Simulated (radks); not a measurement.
Numerical settings for the ytterbium ion Yb25+, [Kr] 4d9. Calculated with a radial shooting solver on a logarithmic mesh with Libxc functionals: Dirac Kohn-Sham, PBEsol, spin-unpolarised, spherical densities, point nucleus; open shells fill j = l - 1/2 first. The defaults (mesh step 0.008 in ln r, mesh end at 40 bohr or more with all orbitals vanishing there, Anderson mixing 0.5 over 9 steps, residual threshold near 1e-9 with the energy settled to 1e-9 hartree or 1e-11 of itself, here a cap of 59 iterations) give E = -13799.3119 hartree and 4d5/2 at -905.10 eV in 14 iterations. Run on one thread of a shared host, so times are rough (Intel(R) Xeon(R) Platinum 8559C): 0.11 s of CPU time, 0.11 s wall, 14 iterations on 2476 mesh points. Changes against that run (0 stands for a change within the tolerance of the run):

setting                    iterations  converged  E (mhartree)  e(4d5/2) (meV)  CPU (s)
mesh step in ln r 0.2               2         no      diverged               -     0.01
mesh step in ln r 0.012            14        yes             0               0     0.07
mesh step in ln r 0.003            14        yes             0               0     0.27
mesh end (bohr) 1                  13        yes     +4.75e+03       +2.12e+04     0.09
mesh end (bohr) 2                  14        yes        +0.026           +0.37      0.1
residual threshold 0.001            8        yes             0           +3.99     0.08
residual threshold 1e-16           59         no             0               0     0.23
mixing 2.5                         16        yes             0               0     0.12
linear mixing, mixing 0.2          59         no             0          -0.341     0.37
linear mixing, mixing 1            24        yes             0               0     0.17
mixing history 2                   18        yes             0               0     0.12
iteration cap 8                     8         no             0           +1.81     0.07

Settings that end as converged yet miss the energy by more than 1 mhartree: mesh end (bohr) 1 (+4.75 hartree). A mesh that ends early acts as a hard wall.
